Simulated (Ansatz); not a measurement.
Mulliken charges of `[Br][SnH2][Br]` from PBE/def2-TZVPP in Ansatz (PBE0-D4/def2-TZVP geometry).

| atom | x (Å) | y (Å) | z (Å) | charge (e) |
| --- | --- | --- | --- | --- |
| Br1 | -2.106 | 0.491 | -0.865 | -0.312 |
| Sn2 | 0.091 | 0.087 | 0.182 | 0.780 |
| Br3 | 1.260 | -1.607 | -1.179 | -0.312 |
| H4 | -0.178 | -0.574 | 1.721 | -0.078 |
| H5 | 0.982 | 1.529 | 0.099 | -0.078 |

**Question.** By hand: the dipole of these point charges (1 e Å = 4.8032 D).

**Answer.** Σ q r = (0.272, 0.342, 0.638) e Å, of length 0.773 e Å = 3.71 D.

**Question.** How does the dipole of the full density compare? (Best estimate.)

**Answer.** Ansatz gave: (0.155, 0.195, 0.363) e Å, 2.11 D; the point charges give 1.76 times that, at 0° from its direction.

Point charges leave out the atoms' own dipoles, such as those of lone pairs, and Mulliken's split depends on the basis, so the two needn't agree.
